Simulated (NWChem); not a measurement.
System: SrCl$_{2}$ cation, doublet; SMILES of the neutral closed-shell parent [Cl][Sr][Cl]

NWChem printed, in part:

```
             Northwest Computational Chemistry Package (NWChem) 7.3.0
             --------------------------------------------------------

 C2V symmetry detected

                             Geometry "geometry" -> ""
                             -------------------------

 Output coordinates in angstroms (scale by  1.889725989 to convert to a.u.)

  No.       Tag          Charge          X              Y              Z
 ---- ---------------- ---------- -------------- -------------- --------------
    1 Sr                  38.0000     0.00000000     0.00000000    -1.03091785
    2 Cl                  17.0000     0.00000000     1.38527447     1.15220230
    3 Cl                  17.0000     0.00000000    -1.38527447     1.15220230

 Effective nuclear repulsion energy (a.u.)     319.6306403315

      Symmetry information
      --------------------

 Group name             C2v
 Group number             16
 Group order               4
 No. of unique centers     2

                                Z-matrix (autoz)
                                --------

 Units are Angstrom for bonds and degrees for angles

      Type          Name      I     J     K     L     M      Value
      ----------- --------  ----- ----- ----- ----- ----- ----------
    1 Stretch                  1     2                       2.58554
    2 Stretch                  1     3                       2.58554
    3 Bend                     2     1     3                64.79343

                           NWChem Geometry Optimization
                           ----------------------------

 maximum gradient threshold         (gmax) =   0.000450
 rms gradient threshold             (grms) =   0.000300
 maximum cartesian step threshold   (xmax) =   0.001800
 rms cartesian step threshold       (xrms) =   0.001200
 fixed trust radius                (trust) =   0.300000
 source of zmatrix                         =   autoz

          -------------------
          Energy Minimization
          -------------------

 Using diagonal initial Hessian
 Scaling for Hessian diagonals: bonds = 1.00  angles = 0.25  torsions = 0.10

          --------
          Step   0

                                 NWChem DFT Module
                                 -----------------

 Summary of "ao basis" -> "ao basis" (spherical)
 ------------------------------------------------------------------------------
       Tag                 Description            Shells   Functions and Types
 ---------------- ------------------------------  ------  ---------------------
 Sr                         def2-svp                 9       23   4s3p2d
 Cl                         def2-svp                 8       18   4s3p1d

      Symmetry analysis of basis
      --------------------------

        a1         24
        a2          7
        b1         10
        b2         18

            General Information
            -------------------
          SCF calculation type: DFT
          Wavefunction type:  spin polarized.
          No. of atoms     :     3
          No. of electrons :    43
           Alpha electrons :    22
            Beta electrons :    21
          Charge           :     1
          Spin multiplicity:     2
          Use of symmetry is: on ; symmetry adaption is: on
          Maximum number of iterations: 150
          AO basis - number of functions:    59
                     number of shells:    25
          Convergence on energy requested:  1.00D-06
          Convergence on density requested:  1.00D-05
          Convergence on gradient requested:  5.00D-04

              XC Information
              --------------
          PerdewBurkeErnzerhof Exchange Functional  1.000
            Perdew 1991 LDA Correlation Functional  1.000 local
           PerdewBurkeErnz. Correlation Functional  1.000 non-local

             Grid Information
             ----------------
          Grid used for XC integration:  medium
          Radial quadrature: Mura-Knowles
          Angular quadrature: Lebedev.
          Tag              B.-S. Rad. Rad. Pts. Rad. Cut. Ang. Pts.
          ---              ---------- --------- --------- ---------
          Sr                  2.00      123          10.0       590
          Cl                  1.00       88          10.0       590
          Grid pruning is: on
          Number of quadrature shells:   211
          Spatial weights used:  Erf1

           DFT-D3BJ Model
          s6 scale factor  :        1.000000000000
          s8 scale factor  :        0.787500000000
          a1 parameter     :        0.428900000000
          a2 parameter     :        4.440700000000
              vdW contrib  :       -0.002826423540

      Superposition of Atomic Density Guess
      -------------------------------------

 Sum of atomic energies:        -953.52768119

 Renormalizing density from      44.00 to     43

      Non-variational initial energy
      ------------------------------

 Total energy =    -935.656024
 1-e energy   =   -1532.342663
 2-e energy   =     471.900180
 HOMO         =      -0.717294
 LUMO         =      -0.296344

   Symmetry analysis of molecular orbitals - initial alpha
   -------------------------------------------------------

  Numbering of irreducible representations:

     1 a1          2 a2          3 b1          4 b2

  Orbital symmetries:

[...]

      ----------------------
      Optimization converged
      ----------------------

  Step       Energy      Delta E   Gmax     Grms     Xrms     Xmax
  ---- ---------------- -------- -------- -------- -------- --------
@    4    -950.28903356 -5.5D-08  0.00000  0.00000  0.00028  0.00066
                                     ok       ok       ok       ok

                                Z-matrix (autoz)
                                --------

 Units are Angstrom for bonds and degrees for angles

      Type          Name      I     J     K     L     M      Value     Gradient
      ----------- --------  ----- ----- ----- ----- ----- ---------- ----------
    1 Stretch                  1     2                       2.67628   -0.00000
    2 Stretch                  1     3                       2.67628   -0.00000
    3 Bend                     2     1     3                62.11919   -0.00000

                         Geometry "geometry" -> "geometry"
                         ---------------------------------

 Output coordinates in angstroms (scale by  1.889725989 to convert to a.u.)

  No.       Tag          Charge          X              Y              Z
 ---- ---------------- ---------- -------------- -------------- --------------
    1 Sr                  38.0000     0.00000000     0.00000000    -1.10389324
    2 Cl                  17.0000     0.00000000     1.38077051     1.18869000
    3 Cl                  17.0000     0.00000000    -1.38077051     1.18869000

 Effective nuclear repulsion energy (a.u.)     310.8449001005

      Symmetry information
      --------------------

 Group name             C2v
 Group number             16
 Group order               4
 No. of unique centers     2

                Final and change from initial internal coordinates
                --------------------------------------------------

                                Z-matrix (autoz)
                                --------

 Units are Angstrom for bonds and degrees for angles

      Type          Name      I     J     K     L     M      Value       Change
      ----------- --------  ----- ----- ----- ----- ----- ---------- ----------
    1 Stretch                  1     2                       2.67628    0.09074
    2 Stretch                  1     3                       2.67628    0.09074
    3 Bend                     2     1     3                62.11919   -2.67424

[...]

 Rotational Constants
 --------------------
 A=   0.126429 cm-1  (  0.181899 K)
 B=   0.082347 cm-1  (  0.118476 K)
 C=   0.049867 cm-1  (  0.071746 K)

 Temperature                      =   298.15K
 frequency scaling parameter      =   1.0000

 Zero-Point correction to Energy  =    1.016 kcal/mol  (  0.001620 au)
 Thermal correction to Energy     =    3.752 kcal/mol  (  0.005979 au)
 Thermal correction to Enthalpy   =    4.344 kcal/mol  (  0.006922 au)

 Total Entropy                    =   72.840 cal/mol-K
   - Translational                =   41.060 cal/mol-K (mol. weight = 157.8433)
   - Rotational                   =   26.143 cal/mol-K (symmetry #  =        2)
   - Vibrational                  =    5.637 cal/mol-K

 Cv (constant volume heat capacity) =   11.287 cal/mol-K
   - Translational                  =    2.979 cal/mol-K
   - Rotational                     =    2.979 cal/mol-K
   - Vibrational                    =    5.328 cal/mol-K

[normal modes left out]

 ----------------------------------------------------------------------------
 Normal Eigenvalue ||           Projected Infra Red Intensities
  Mode   [cm**-1]  || [atomic units] [(debye/angs)**2] [(KM/mol)] [arbitrary]
 ------ ---------- || -------------- ----------------- ---------- -----------
    1       -0.000 ||    0.016382           0.378        15.970      15.870
    2        0.000 ||    0.022042           0.509        21.487      21.353
    3        0.000 ||    0.001100           0.025         1.073       1.066
    4        0.000 ||    0.001100           0.025         1.073       1.066
    5        0.000 ||    0.002876           0.066         2.804       2.786
    6        0.000 ||    0.004262           0.098         4.155       4.129
    7      176.028 ||    0.010119           0.233         9.864       9.803
    8      228.937 ||    0.000396           0.009         0.386       0.383
    9      306.330 ||    0.034626           0.799        33.755      33.544
 ----------------------------------------------------------------------------
```

Level: PBE-D3(BJ)/def2-SVP with def2 effective core potentials on Sr, spin-unrestricted. In the optimisation the excess spin sits in b2 (C2v, its own frame). This spin state was assumed; another may lie lower. def2 effective core potentials on Sr; no spin-orbit coupling.

### Question
Reconstruct the input file.

### Answer
One answer among several that fit: the input that was run:
```
start job
memory heap 200 mb stack 900 mb global 1100 mb
charge 1
geometry units angstroms
  Sr     0.642768    -0.489094     0.548758
  Cl     0.193110     0.849111    -1.617623
  Cl    -1.782431     0.359469     0.262120
end
basis spherical
  * library def2-svp
end
ecp
  Sr library def2-ecp
end
dft
  odft
  mult 2
  xc xpbe96 cpbe96
  disp vdw 4
  iterations 150
end
driver
  maxiter 120
end
task dft optimize
dft
  grid fine
  convergence energy 1d-8 density 1d-7
end
task dft freq numerical
```
